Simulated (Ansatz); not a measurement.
Isolated molecules relaxed with PBE0-D4/def2-TZVP in Ansatz; ΔE leaves out vibrations. CBS: MP2 limit from def2 TZ/QZ plus the TZ coupled-cluster correction, frozen cores. DFT in def2-TZVPP. B3LYP here is the variant with VWN-RPA as its local correlation; programs differ in this. Elements past krypton have def2 core potentials. For In outer-core shells are correlated without core-valence functions, which leaves a few kJ/mol of doubt a bond. Each species was taken in one conformer, which may not be the lowest.

Consider the formal exchange of groups at the In–Si bond: `[CH3][In]([SiH3])[Cl]` + `COC(O)Cl` → `C[O][In]([CH3])[Cl]` + `OC([SiH3])Cl`.

Task: Is it downhill or uphill in electronic energy at CCSD(T)/CBS, and by how much? (Best estimate.)

Result: The calculation gave: Downhill: ΔE = -3.7 kcal/mol.

Task: What do these levels give: PBE0-D4, B3LYP-D4, CCSD/def2-TZVPP, HF/def2-QZVPP, MP2/CBS(def2), CCSD/CBS(def2)? (Best estimate.)

Result: The calculation gave: PBE0-D4 1.5, B3LYP-D4 -2.0, CCSD/def2-TZVPP -1.2, HF/def2-QZVPP -1.0, MP2/CBS(def2) -5.1, CCSD/CBS(def2) -3.3 kcal/mol.

Largest T1 diagnostic among the species: 0.014.

From PBE to PBE0 (25 % exact exchange), in def2-TZVPP and without D4, ΔE moves by +1.2 kcal/mol. In def2-TZVPP, CCSD(T) changes the Hartree–Fock value by −1.3 kcal/mol (the triples alone add −0.4 kcal/mol) and MP2 by −2.7 kcal/mol.
